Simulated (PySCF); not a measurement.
# Ionisation energy along the 2-electron series

Calculated with PySCF 2.14 and a two-component X2C-1e Hamiltonian (Gaussian nucleus, no Breit or QED terms), each ion in its own even-tempered basis scaled to its charge; GMP2 freezes nothing and drops the highest virtual spinors. Values in eV. NIST values: (m) measured, (s) semi-empirical, (t) theoretical.

| ion | configuration | GHF (screened spin-orbit) | GMP2 (screened spin-orbit) | NIST |
| --- | --- | --- | --- | --- |
| Xe⁵²⁺ | 1s2 | 40341.7 | 40343.2 | 40271.7 (t) |
| Cs⁵³⁺ | 1s2 | 41935.4 | 41937.0 | 41861.1 (t) |
| Ba⁵⁴⁺ | 1s2 | 43564.2 | 43565.8 | 43485.4 (t) |
| Ce⁵⁶⁺ | 1s2 | 46928.8 | 46930.4 | 46840.31 ± 0.05 (t) |
| Pr⁵⁷⁺ | 1s2 | 48665.3 | 48667.0 | 48571.71 ± 0.05 (t) |
| Nd⁵⁸⁺ | 1s2 | 50438.5 | 50440.1 | 50339.59 ± 0.06 (t) |

Fill in the row of La⁵⁵⁺.

configuration: 1s2; GHF (screened spin-orbit): 45228.5; GMP2 (screened spin-orbit): 45230.2; NIST: 45145.0 (t).
